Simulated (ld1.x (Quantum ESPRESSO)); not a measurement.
**phosphorus (P): one change to a TM semilocal potential, before and after**

ld1.x (Quantum ESPRESSO) 7.5 input, shortened:

```
&input
   title='P', zed=15., rel=1, dft='PBESOL', iswitch=3,
   config='[Ne] 3s1.75 3p3.25 3d-2'
 /
 &inputp
   pseudotype=1, tm=.true., lloc=0,
   nlcc=.true., new_core_ps=.true., rcore=0.90
 /
3
3P  2  1   3.25   0.00  1.75  1.75  0.0
3D  3  2  -2.00   0.30  1.90  1.90  0.0
3S  1  0   1.75   0.00  1.10  1.10  0.0
 &test
   configts(1)='3s1.75 3p3.25'
 /
```

Change: all radii but the core radius scaled by about 1.21 (s 1.32, p 2.12, d 2.30 bohr).

Cutoffs: the cutoffs (Ry, on a coarse ladder) from which the occupation-weighted sum of valence levels, in a spherical-Bessel basis at the reference potential, stays within 10 and 1 mRy of its value at 400 Ry; they do not see the model core or the augmentation charge, which bear on the density cutoff. Errors are all-electron minus pseudo energies relative to the spin-unpolarised reference configuration.

**Question.** What does the change do?

**Answer.** The potential gets softer (70 Ry and 180 Ry → 35 Ry and 80 Ry); of the 7 tests that both files solve, the error grows in 0 and shrinks in 4 by more than 15 % and 0.3 meV (median size 3.4 → 2.0 meV); neither file shows a bound ghost. A larger radius leaves more room for a smooth pseudo-wave, so fewer plane waves are needed. That the errors move this way runs against the usual rule that smaller radii transfer better. A semilocal file is local in each channel, so a ghost entry of none says nothing of the separable form that plane-wave codes build from it.

| quantity | base | changed |
| --- | --- | --- |
| cutoff, loose | 70 Ry | 35 Ry |
| cutoff, tight | 180 Ry | 80 Ry |
| loose cutoff by channel (10 mRy a level) | p 8 Ry, s 55 Ry | p 8 Ry, s 30 Ry |
| bound ghosts | none | none |
| error for 3s2 3p3, meV [ΔE -2.11 eV] | -0.3 | 0.0 |
| error for 3s2 3p2, meV [ΔE 7.58 eV] | +1.8 | +2.0 |
| error for 3s2 3p1, meV [ΔE 26.70 eV] | +25 | +19 |
| error for 3s0 3p5, meV [ΔE 15.04 eV] | -21 | -3.6 |
| error for 3s1 3p0, meV [ΔE 108.31 eV] | +220 | +141 |
| error for 3s1 3p4, meV [ΔE 6.40 eV] | -3.4 | -0.7 |
| error for 3s2 3p3.3, meV [ΔE -3.41 eV] | +0.2 | +0.4 |
